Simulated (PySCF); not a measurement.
C3H3ClF2, SMILES [C@H]1([C@@H](Cl)[C@@H]1F)F.

Geometry optimised at PBE0-D3(BJ)/def2-SVP. The structure was generated by enumeration; whether it is a known compound was not checked.

All values below come from PBE/def2-TZVP in PySCF.

Symmetry labels are those of the subgroup Cs that the program uses (full group Cs).

Question: List the valence orbital energies around the gap with their symmetry. (The exact figures need the calculation; the answer reports its results.)

Answer: 
```json
[
 {"orbital": "HOMO−7", "symmetry": "A\"", "energy (eV)": "-11.50"},
 {"orbital": "HOMO−6", "symmetry": "A'", "energy (eV)": "-10.87"},
 {"orbital": "HOMO−5", "symmetry": "A\"", "energy (eV)": "-9.99"},
 {"orbital": "HOMO−4", "symmetry": "A'", "energy (eV)": "-9.62"},
 {"orbital": "HOMO−3", "symmetry": "A\"", "energy (eV)": "-8.72"},
 {"orbital": "HOMO−2", "symmetry": "A'", "energy (eV)": "-8.16"},
 {"orbital": "HOMO−1", "symmetry": "A'", "energy (eV)": "-6.94"},
 {"orbital": "HOMO", "symmetry": "A\"", "energy (eV)": "-6.79"},
 {"orbital": "LUMO", "symmetry": "A'", "energy (eV)": "-1.18"},
 {"orbital": "LUMO+1", "symmetry": "A'", "energy (eV)": "0.42"},
 {"orbital": "LUMO+2", "symmetry": "A'", "energy (eV)": "0.98"},
 {"orbital": "LUMO+3", "symmetry": "A\"", "energy (eV)": "1.63"}
]
```
